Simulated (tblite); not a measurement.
Compound: C₄H₁₁OP₂ (charge +1).
Atom-mapped SMILES: `[PH2:1][PH+:2]1[CH2:3][CH2:4][O:5][CH2:6][CH2:7]1` (hydrogens: H8, H9 on P1; H10 on P2; H11, H12 on C3; H13, H14 on C4; H15, H16 on C6; H17, H18 on C7)

Structure optimised with GFN2-xTB, isolated species.

Q: List the bond lengths, angles and torsions at this level.

A: 
```csv
bond,length (Å),order
P1–P2,2.165,single
"P2–C3, P2–C7",1.826,single
"C3–C4, C6–C7",1.542,single
"C4–O5, O5–C6",1.401,single
"P1–H8, P1–H9",1.402,single
P2–H10,1.388,single
"C3–H11, C7–H17",1.095,single
"C3–H12, C7–H18",1.093,single
"C4–H13, C6–H15",1.092,single
"C4–H14, C6–H16",1.101,single
```

Bonds in one row agree within 0.01 Å and their mean is given. Orders are formal, as drawn. A selection of angles:
```csv
angle,degrees
P2–P1–H8,92.2
H8–P1–H9,93.3
P1–P2–C3,111.4
P1–P2–C7,121.2
P1–P2–H10,109.7
C3–P2–C7,103.8
C3–P2–H10,104.6
P2–C3–C4,109.1
P2–C3–H11,108.3
P2–C3–H12,110.1
C4–C3–H11,109.5
C4–C3–H12,111.1
H11–C3–H12,108.7
C3–C4–O5,112.3
C3–C4–H13,109.4
C3–C4–H14,110.0
O5–C4–H13,105.8
O5–C4–H14,110.6
H13–C4–H14,108.6
C4–O5–C6,114.4
```

Torsions: P1–P2–C3–C4 -176° (antiperiplanar); P2–C3–C4–O5 57° (synclinal); C3–C4–O5–C6 -72° (synclinal); C4–O5–C6–C7 73° (synclinal); O5–C6–C7–P2 -57° (synclinal); P1–P2–C7–C6 170° (antiperiplanar). The mirror-image conformer, all signs reversed, is as good.

P2 (phosphorus bonded to 2 C, P and H) is distorted tetrahedral (angles from 103.8° to 121.2°). P1 (three-coordinate phosphorus) is pyramidal (angles 93.3°, 92.2° and 90.8°, sum 276.3°, 0.87 Å off the plane of its three neighbours). The 6-membered ring P2–C3–C4–O5–C6–C7 has internal angles of 103.8° to 114.4°; it is puckered, 0.24 Å rms from its mean plane, widest ring torsion 73°. O5 (cyclic ether oxygen) is bent (angle 114.4°). Of the pairs four or more bonds apart, H14···H16 is among the closest relative to their van der Waals radii: 2.30 Å, 96 % of the sum of Bondi's values.

Point group: C1 (no symmetry element, even within 0.4 Å). Its GFN2-xTB frequencies are all real (lowest 77 cm⁻¹). Torsions: H–P1–P2–C3 167° and 74°, P1–P2–C3–C4 -176°, P2–C3–C4–O5 57°, C3–C4–O5–C6 -72°, C4–O5–C6–C7 73°. 2 starts were optimised and ended at 0.00 and 0.37 kcal/mol (GFN2-xTB); the lowest of these is shown.

The numbers are calculated, not measured.
